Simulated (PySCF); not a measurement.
The same groups moved round the core (propene cyano+boryl). Gas-phase values, no solvent. One relaxed conformer stands for each flexible species; it need not be the lowest. Strings in code marks are SMILES.

The numbers are results of PBE-D3(BJ)/def2-TZVP // CAM-B3LYP-D3(BJ)/def2-TZVP run with PySCF, not measurements. All candidates: neutral, multiplicity 1. Delta-SCF ions had no search for a lower state. Excitations are Tamm–Dancoff values on a coarser integration grid. The basis has no diffuse functions, so Rydberg states are missing or too high.

The LUMO is -3.91 eV and the vertical ionisation energy (Delta-SCF) comes out as 10.31 eV. The S1 excitation (TDA) comes out as 4.47 eV.

### Question
Identify which member has these values.
A. `B/C(C#N)=C/C`
B. `B/C(C)=C/C#N`
C. `BC(=C)CC#N`
D. `BC/C=C\C#N`

### Answer
B, `B/C(C)=C/C#N`. The others give `BC/C=C\C#N`: -2.83 eV, 9.70 eV, 4.00 eV; `BC(=C)CC#N`: -3.47 eV, 10.57 eV, 4.58 eV; `B/C(C#N)=C/C`: -3.56 eV, 10.25 eV, 4.44 eV
